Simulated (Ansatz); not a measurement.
Reaction (ligand exchange at the Si–C bond): `C[SiH](C)P` + H–F → `C[SiH](F)P` + CH₄

Computed with Ansatz on PBE0-D4/def2-TZVP structures; ΔE is electronic, products minus reactants. CCSD(T)/CBS is the MP2 limit (def2-TZVPP, def2-QZVPP) plus CCSD(T) − MP2 in def2-TZVPP, frozen cores. This one scheme is used for every species. Functionals use def2-TZVPP. B3LYP here is the variant with VWN-RPA as its local correlation; programs differ in this. Each species was taken in one conformer, which may not be the lowest.

Task: Is it downhill or uphill in electronic energy at CCSD(T)/CBS, and by how much? (Best estimate.)

Result: Computed: Downhill: ΔE = -1.44 eV.

Task: What do these levels give: revPBE-D4, PBE0-D4, B3LYP-D4, ωB97M-V, B2PLYP, PBE-QIDH, B3LYP, LC-ωPBE, HF/def2-SVP, CCSD(T)/def2-SVP, HF/def2-TZVPP, MP2/def2-TZVPP? (Estimate.)

Result: Computed: revPBE-D4 -1.33, PBE0-D4 -1.38, B3LYP-D4 -1.52, ωB97M-V -1.49, B2PLYP -1.56, PBE-QIDH -1.43, B3LYP -1.60, LC-ωPBE -1.47, HF/def2-SVP -1.59, CCSD(T)/def2-SVP -1.43, HF/def2-TZVPP -1.71, MP2/def2-TZVPP -1.42 eV.

Largest T1 diagnostic among the species: 0.012.

The D4 term adds +0.09 eV with B3LYP and +0.05 eV with PBE0; it sums over pairs of atoms, weighted by their polarisabilities, and B3LYP, whose exchange is more repulsive, gets the larger term. Leaving LDA and LC-ωPBE aside and taking each functional with its dispersion term where it has one, the values, not all of them listed here, spread over 0.26 eV, from B97M-V to revPBE-D4. LDA lies +0.05 eV from PBE without D4.
